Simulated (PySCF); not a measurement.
Excitations are Tamm–Dancoff values on a coarser integration grid. The basis has no diffuse functions, so Rydberg states are missing or too high.

# AlBr2Cl, SMILES `[Cl][Al]([Br])[Br]` (charge 0, multiplicity 1)

All values below come from TPSSh-D3(BJ)/def2-TZVP (PySCF 2.14.0).

```
Property                                       Result
----------------------  -----------------------------
HOMO                                         -8.11 eV
dipole moment                                  0.17 D
HOMO–LUMO gap                                 6.30 eV
LUMO                                         -1.81 eV
S1 excitation (TDA)                           5.83 eV
S1 oscillator strength                          0.004
T1 excitation (TDA)                           5.56 eV
S1–T1 gap (TDA)                               0.27 eV
total energy                            -5851.0348 Ha
cost                    around 3 core-minutes (rough)
```

Bonded distances (Å): Cl1–Al2 2.077, Al2–Br3 2.233, Al2–Br4 2.234. Angles (°): Cl1–Al2–Br3 119.9, Cl1–Al2–Br4 119.6, Br3–Al2–Br4 120.5.
